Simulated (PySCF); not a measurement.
**Strontium: a sound run and one with changed settings**

Sound run: Sr [Kr] 5s2, Sr⁺ [Kr] 5s1. Calculation: PySCF 2.14, in x2c-SVPall (6s4p5d1f, 50 functions); the spin-free X2C one-electron Hamiltonian (Gaussian nucleus). In the sound run the correlated levels freeze [Kr]. The sound run starts from symmetry-adapted Hartree-Fock orbitals and uses a fine grid where one is needed.

Changed run: the non-relativistic Hamiltonian (point nucleus). This setting is unsound on purpose.

```json
{"species": "Sr", "method": "UHF", "sound run (hartree)": "-3177.02417", "changed run (hartree)": "-3105.94010", "converged": "yes"}
{"species": "Sr", "method": "M06-L", "sound run (hartree)": "-3178.81860", "changed run (hartree)": "-3107.73428", "converged": "yes"}
{"species": "Sr", "method": "B3LYP", "sound run (hartree)": "-3178.98638", "changed run (hartree)": "-3107.90392", "converged": "yes"}
{"species": "Sr", "method": "MP2", "sound run (hartree)": "-3177.03991", "changed run (hartree)": "-3105.95610", "converged": "yes"}
{"species": "Sr", "method": "CCSD(T)", "sound run (hartree)": "-3177.04837", "changed run (hartree)": "-3105.96506", "converged": "yes"}
{"species": "Sr⁺", "method": "UHF", "sound run (hartree)": "-3176.84871", "changed run (hartree)": "-3105.77096", "converged": "yes"}
{"species": "Sr⁺", "method": "M06-L", "sound run (hartree)": "-3178.60537", "changed run (hartree)": "-3107.52837", "converged": "yes"}
{"species": "Sr⁺", "method": "B3LYP", "sound run (hartree)": "-3178.77124", "changed run (hartree)": "-3107.69689", "converged": "yes"}
```

Ionisation energy of Sr:

```
 method  sound run (eV)  changed run (eV)
    UHF           4.774             4.602
  M06-L           5.802             5.603
  B3LYP           5.854             5.634
    MP2           5.203             5.038
SCS-MP2           5.288             5.125
   CCSD           5.433             5.282
CCSD(T)           5.433             5.282
  CCSDT           5.433             5.282
    FCI           5.433             5.282
```

Most of the change in total energy is the relativistic energy itself. On top of that the contraction fixes the core shape for the Hamiltonian it was made with, so the changed run is not a good calculation with the other Hamiltonian either.

For comparison, NIST gives 5.695 eV between the lowest levels.
